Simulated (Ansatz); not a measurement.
Mulliken charges of C$_{3}$H$_{3}$AlOSe (`O=[CH][AlH][C]#C[SeH]`) from B3LYP/def2-TZVPP in Ansatz (PBE0-D4/def2-TZVP geometry).

| atom | x (Å) | y (Å) | z (Å) | charge (e) |
| --- | --- | --- | --- | --- |
| O1 | 0.096 | -0.877 | -2.399 | -0.247 |
| C2 | -0.671 | -1.519 | -1.719 | -0.016 |
| Al3 | -0.879 | -1.094 | 0.253 | 0.561 |
| C4 | 0.075 | 0.402 | 0.897 | -0.309 |
| C5 | 0.701 | 1.374 | 1.284 | -0.092 |
| Se6 | 1.586 | 2.798 | 1.975 | 0.111 |
| H7 | -1.245 | -2.346 | -2.214 | 0.061 |
| H8 | -1.789 | -1.972 | 1.205 | -0.130 |
| H9 | 2.216 | 3.186 | 0.702 | 0.062 |

**Question.** By hand: the dipole of these point charges (1 e Å = 4.8032 D).

**Answer.** Σ q r = (-0.124, -0.002, 0.338) e Å, of length 0.360 e Å = 1.73 D.

**Question.** How does the dipole of the full density compare? (An estimate is asked.)

**Answer.** The calculation gave: (-0.068, 0.047, 0.255) e Å, 1.29 D; the point charges give 1.34 times that, at 12° from its direction.

Point charges leave out the atoms' own dipoles, such as those of lone pairs, and Mulliken's split depends on the basis, so the two needn't agree.

B3LYP here is the variant with VWN-RPA as its local correlation; programs differ in this.
